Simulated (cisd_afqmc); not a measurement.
Input (AFQMC/CISD/cc-pVTZ; cisd_afqmc is a phaseless AFQMC code with CISD trial states that reads the integrals written by Ansatz):

Ansatz 0.2 input:
```python
import cisd_afqmc

open("ham.yaml", "w").write("""\
crystal:
  periodic: [false, false, false]
  atoms:
    - {symbol: C, position_ang: [1.68921057, -0.38959498, -0.52708370]}
    - {symbol: C, position_ang: [0.75462191, 0.15395696, 0.24251572]}
    - {symbol: C, position_ang: [-0.62612725, 0.49238941, -0.22442465]}
    - {symbol: O, position_ang: [-1.62950207, -0.17134038, 0.54492743]}
    - {symbol: H, position_ang: [1.50020663, -0.61143892, -1.57187190]}
    - {symbol: H, position_ang: [2.67602028, -0.62453304, -0.14926216]}
    - {symbol: H, position_ang: [0.95992025, 0.36218283, 1.28875838]}
    - {symbol: H, position_ang: [-0.72965391, 0.26416259, -1.29209073]}
    - {symbol: H, position_ang: [-0.82542427, 1.55786458, -0.09042583]}
    - {symbol: H, position_ang: [-1.45128371, -1.11802338, 0.50942862]}
basis:
  gaussian:
    orbitals: cc-pVTZ
magnetization: {spin_polarized: false}
correlation: {method: ccsd, electrons: outside_noble_gas, hamiltonian_folder: ham}
""")
rep = cisd_afqmc.ansatz("ham.yaml")
e_ccsd = rep["correlation"]["coupled_cluster"]["energy"]["hartree"]
out = cisd_afqmc.run("ham", e_ccsd, trial="CISD", walkers=1000, populations=1, threads=12, dt=0.005, steps=40, early=24, settle=10, least=100,
    cut=5e-5, rank_cut=2e-4, target=0.0004, seconds=1500, seed=4, memory=62639, gpu=True)
```

Output:

```
orbitals 200, occupied [12], factors 1064 of 1167, rank of the doubles 652 of 2256
E(HF) = -191.997607
E(CCSD) on the cut factors = -192.770746, shift to the whole factors -0.000012
Energy of the trial state on the determinant = -192.770730
  tau behind 7.2 of longer steps, mean of the populations' last blocks
   2.0  -192.80384
   4.0  -192.80392
   6.0  -192.80407
   8.0  -192.80287
  10.0  -192.80358
  12.0  -192.80587
  14.0  -192.80172
  16.0  -192.80754
  18.0  -192.80568
  20.0  -192.80253
  22.0  -192.79983
  24.0  -192.80454
  26.0  -192.80444
  28.0  -192.80525
  30.0  -192.80232
  32.0  -192.80374
  34.0  -192.80318
  36.0  -192.80309
  38.0  -192.80532
  40.0  -192.80266
  42.0  -192.80259
  44.0  -192.80206
  46.0  -192.80364
blocks 224 (0 outliers left out), error by blocks joined: 1: 0.00022, 2: 0.00028, 4: 0.00033, 8: 0.00034, 16: 0.00039
E(AFQMC/CISD) = -192.80363 +/- 0.00039
```
